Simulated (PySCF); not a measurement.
C8H11 (doublet state).
Structure used (GFN2-xTB), in Å, numbered top down from 1:
```
atom  x, y, z in Å
C1    -1.750   -1.100   -0.930
C2    -1.118    0.139   -0.297
C3    -1.705    0.380    1.098
C4     0.365   -0.016   -0.229
C5     1.137   -1.058   -0.521
C6     2.537   -0.802   -0.328
C7     2.659    0.459    0.109
C8     1.303    1.090    0.229
H9    -1.541   -1.975   -0.320
H10   -2.828   -0.981   -1.011
H11   -1.341   -1.269   -1.923
H12   -1.352    1.012   -0.921
H13   -1.335    1.309    1.524
H14   -2.790    0.438    1.043
H15   -1.437   -0.438    1.763
H16    3.321   -1.514   -0.510
H17    3.567    0.979    0.360
H18    1.205    1.975   -0.402
H19    1.093    1.382    1.259
```

The hyperfine couplings belong to this conformer and change with its torsions.

The species is `C(C)(C)C1=[C]C=CC1` [radical].

Computed with UKS B3LYP, pcH-1 on C H, non-relativistic, mean-field spin-orbit, GIAO (PySCF 2.14.0). Geometry: GFN2-xTB, one conformer, isolated molecule. The geometry wasn't refined by DFT: couplings that depend on bond lengths, twists or pyramidal angles can differ widely from those at the functional's own minimum. Stability of the SCF solution: not tested.

Task: Where do the isotropic ENDOR lines of C5, C8, C7, C6, C4, C2, C1/C3, H17, H16 and H12 fall at 3340.3 mT, to first order?

Result: ν± = |νn ± a/2|, one line for each electron-spin manifold; νn = |g_N| × 7.62259 MHz/T × B.

```tsv
nuclei	isotope	g_N	νn (MHz)	a_iso (MHz)	lower line (MHz)	upper line (MHz)
C5	13C	1.4048	35.77	420.29	174.38	245.92
C8	13C	1.4048	35.77	61.86	4.84	66.70
C7	13C	1.4048	35.77	54.68	8.43	63.11
C6	13C	1.4048	35.77	46.61	12.47	59.07
C4	13C	1.4048	35.77	22.77	24.39	47.15
C2	13C	1.4048	35.77	11.84	29.85	41.69
C1/C3	13C	1.4048	35.77	-2.43	34.55	36.99
H17	1H	5.5857	142.22	11.67	136.39	148.06
H16	1H	5.5857	142.22	11.08	136.68	147.76
H12	1H	5.5857	142.22	-8.19	138.13	146.32
```

The rows for 13C, of low natural abundance, apply to labelled samples.

Task: Which pairs are centred on the nuclear Larmor frequency, and which on half the coupling?

Result: Centred on νn, since |a| < 2νn: C8, C7, C6, C4, C2, C1/C3, H17, H16 and H12. Centred on |a|/2 and split by 2νn: C5.

Task: At what field would the lower line of H16 fall to zero frequency?

Result: Where νn = |a|/2, that is B = 5.54 MHz/(5.5857 × 7.62259 MHz/T) = 130 mT, as far as first order holds there.

Couplings of abundant isotopes left out: H18/H19 (-1.4 MHz) and H9 (×6) (1.0 MHz).

Nuclei that the bonding pattern makes equivalent are averaged, as if the motion that swaps them (rotation, inversion, ring flip) were fast. The 13C value of -2.4 MHz is a mean of couplings from -5.7 to 0.8 MHz in this one geometry, not an average over conformers.

On an Intel Xeon at 2.60 GHz with one thread, shared host with 128 logical CPUs at a one-minute load of 22, this took 84 s wall (with the writing of density and orbital grids) and 1.1 GiB of memory at its peak.
